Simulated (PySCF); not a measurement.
H2S, charge +1, doublet, geometry from GFN2-xTB (a state made from the parent by changing its charge; the spin is typed, not shown lowest). Base run: R2SCAN/def2-SV(P) run with PySCF.

Geometry (Å):
```xyz
3

S     -0.0004    -0.0021     0.1039
H     -0.0385     1.0086    -0.8110
H      0.0443    -0.9745    -0.8514
```
Charge +1, spin multiplicity 2.
Orbitals are unrestricted.
All else is at PySCF's defaults.
Base energy -398.84327 Eh.

The base run was repeated with changes; each row names its change, and settings that it needs were set with it.

| change | ΔE vs base (µEh) | grid points | electrons on the grid |
|---|---|---|---|
| base | 0.0 | 38496 | 17.00000 |
| grids.level = 5 | 30.3 | 90128 | 17.00000 |
| grids.level = 7 | 28.9 | 185696 | 17.00000 |
| grids.atom_grid = (150, 974) | 29.1 | 240304 | 17.00000 |
| grids.becke_scheme = stratmann | -0.1 | 38496 | 17.00000 |
| grids.radi_method = gauss_chebyshev | 132 | 37960 | 17.00000 |
| grids.atom_grid = (50, 194) | -739 | 19672 | 16.99999 |
| grids.atom_grid = (99, 590) | 33.6 | 96296 | 17.00000 |
| grids.atom_grid = (75, 302) | 82.0 | 43328 | 17.00000 |
| grids.level = 0 | 9766 | 2864 | 16.99362 |
| grids.prune = dft.gen_grid.treutler_prune | 1.2 | 34872 | 17.00000 |

Open shells are given as the SCF converged; they aren't shown to be the lowest states, and a large step between rows can be another state.
